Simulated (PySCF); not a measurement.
## TmP at PBE

Level: PBE. PySCF, spin-free X2C with a Gaussian nucleus, basis sets Tm x2c-SVPall, P x2c-SVPall.

```json
{
  "state": "quintet, about 12.8 electrons in the 4f shell (Mulliken), real f orbitals that mix terms",
  "bond length": "2.676 Å",
  "harmonic wavenumber": "226 cm⁻¹",
  "force constant": "0.788 mdyn/Å",
  "rotational constant Be": "0.08991 cm⁻¹",
  "anharmonicity ωexe": "1.16 cm⁻¹",
  "vibration–rotation constant αe": "0.000550 cm⁻¹",
  "well depth De to Tm (4f13 6s2) + P": "1.45 eV",
  "dissociation energy D0": "1.44 eV",
  "bond order (Mayer)": "1.69",
  "dipole moment (positive dipole means Tm(−)P(+))": "-3.82 D"
}
```

These are scalar-relativistic numbers at best; spin–orbit coupling would shift them, the dissociation energy most. The state is the lowest single determinant that the PBE0 search found; with open d or f shells the true ground state can be another one.
